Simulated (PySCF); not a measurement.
# Worked example: oscillator strength and radiative lifetime

Si(F)(Me)2(SeH) (C₂H₇FSeSi), SMILES C[Si](C)(F)[SeH].

Geometry optimised at B3LYP-D3(BJ)/def2-SVP. Other conformers were not sampled.

TDA-PBE/def2-SVPD run with PySCF puts the first singlet state with f over 0.02 at 5.46 eV (vertical), with the transition dipole (0.547, 0.393, -0.101) in atomic units.

### Question
Find the oscillator strength, the wavelength and the radiative lifetime that this transition would have in vacuum if emission retraced absorption.

### Answer

|μ|² = 0.4639 au, so |μ| = 1.73 D. ΔE = 5.46/27.211 = 0.2007 hartree. f = (2/3) ΔE |μ|² = 0.062 (the program prints 0.062).
λ = 1239.84/5.46 = 227 nm; ν = 44038 cm⁻¹.
Einstein's coefficient A = 0.6670 ν² f s⁻¹ (ν in cm⁻¹) = 8.0e7 s⁻¹, so τ = 1/A = 12 ns. This state is S2; the lower singlet has f = 0.011. The figure is the radiative limit of this one transition; relaxation, internal conversion, crossing to triplets and a medium change what is measured.
